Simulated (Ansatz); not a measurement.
```xyz
4

F     1.412    1.013   -0.021
Al    0.110    0.035   -0.150
F    -0.218   -0.637   -1.602
I    -1.304   -0.410    1.774
```

Total charge 0; spin multiplicity 1. I: def2 effective core potential.

Problem. List the PBE/def2-TZVPP orbital energies in eV (the Gaussian-basis code of Ansatz). (Best estimate.)

Solution. The calculation gave: Occupied: -1508.46, -659.71, -659.71, -180.39, -127.72, -127.56, -127.53, -108.67, -70.75, -70.58, -70.56, -49.85, -49.79, -49.76, -49.62, -49.62, -29.16, -28.94, -17.94, -11.98, -10.98, -10.42, -10.36, -9.98, -9.75, -8.96, -7.40, -7.22. Lowest empty: -2.42, -1.62, 0.37, 0.97, 1.35, 2.81, 3.01, 3.11.
